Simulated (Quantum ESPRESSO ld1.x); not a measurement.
Question: Species: Ba. Configuration: [Xe] 6s2 (the NIST ground configuration). Method: scalar-relativistic Kohn-Sham, LDA (Slater exchange, Perdew-Wang correlation), spin-polarised, spherical densities, point nucleus; computed with ld1.x of Quantum ESPRESSO 7.5. Some entries of the table are withheld. Estimate them.

orbital,occ.,eigenvalue (eV),<r^2> (bohr^2),<1/r> (bohr^-1)
1s,2,(1),0.0008897,60.65
2s,2,-5884.18,0.01423,13.95
2p,6,-5279.16,0.01130,13.27
3s,2,-1241.58,0.09767,5.036
3p,6,-1047.60,0.09767,4.780
3d,10,-765.091,0.08400,4.533
4s,2,-243.257,0.5132,2.086
4p,6,-180.618,0.5833,1.921
4d,10,-89.6537,0.7458,(2)
5s,2,-33.8049,3.010,0.8084
5p,6,-18.8051,4.198,0.6804
6s,2,-3.3475,25.21,0.2663

Answer: 
(1) 1s eigenvalue (eV): -37220.9
(2) 4d <1/r> (bohr^-1): 1.655
